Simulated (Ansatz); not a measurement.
# Two structures, one formula

The two ends of one reaction step of BH$_{3}$SOF$_{2}$, closed shell (PBE0-D4/def2-TZVP).

A:

```
atom    x (Å)    y (Å)    z (Å)
  B1  -1.1246   0.0855   0.0734
  S2   2.0159   0.1411  -0.2133
  F3  -1.1684  -0.6362  -1.0330
  F4  -1.1755   1.4084  -0.0387
  H5   1.8495  -1.1319  -0.6038
  O6  -1.1368  -0.5401   1.2664
  H7   1.8390   0.6061  -1.4595
  H8  -1.0990   0.0672   2.0087
```

B:

```
atom    x (Å)    y (Å)    z (Å)
  B1  -0.3735   0.4442  -0.3532
  S2   1.4327   0.6623  -0.8259
  F3  -1.1933  -0.1376  -1.2390
  F4  -0.8873   1.4758   0.3573
  H5   0.6492  -0.8231   1.1487
  O6  -0.2925  -0.7965   0.9260
  H7   1.4405  -0.3425  -1.7153
  H8  -0.7757  -0.4826   1.7014
```

Program: Ansatz 0.2.0. Basis: def2-TZVPP. Cores are frozen in the correlated methods. B3LYP uses VWN-RPA correlation.

**Question.** Which structure is lower at CCSD(T), and by how much? (An estimate is asked for; the value comes from the calculation.)

**Answer.** By the calculation: A, by 0.680 eV (electronic energy, against the other). By their contacts, A is a complex of BHOF₂ ([OH][B]([F])[F]) + H₂S and B is BH₃SOF₂ ([OH2][B]([F])([F])[SH]).

All methods give the same order:

| method | E(B) − E(A) (eV) |
| --- | --- |
| SPW92 | 0.347 |
| PBE-D4 | 0.551 |
| BLYP-D4 | 0.739 |
| r2SCAN-D4 | 0.604 |
| B97M-V | 0.684 |
| PBE0-D4 | 0.581 |
| B3LYP-D4 | 0.746 |
| r2SCAN0-D4 | 0.621 |
| BHLYP-D4 | 0.783 |
| CAM-B3LYP-D4 | 0.723 |
| wB97X-V | 0.631 |
| wB97M-V | 0.636 |
| B2PLYP | 0.728 |
| PBE-QIDH | 0.597 |
| RPA on PBE | 0.715 |
| HF | 1.035 |
| MP2 | 0.631 |
| CCSD | 0.738 |
| CCSD(T) | 0.680 |

The T1 diagnostic stays at or below 0.012.

Labels in which every atom is bracketed show which atoms are joined, not bond orders.

For scale, one of the runs: CCSD(T)/def2-TZVPP, 208 basis functions, launched by `ansatz run in.yaml --threads 4 --pin off --events-out ev --progress --plain --max-ram 9574MiB`. The run took 69 s on 4 CPU threads of an Arm Neoverse V1 (shared host), with 3 GiB of host memory at its peak.
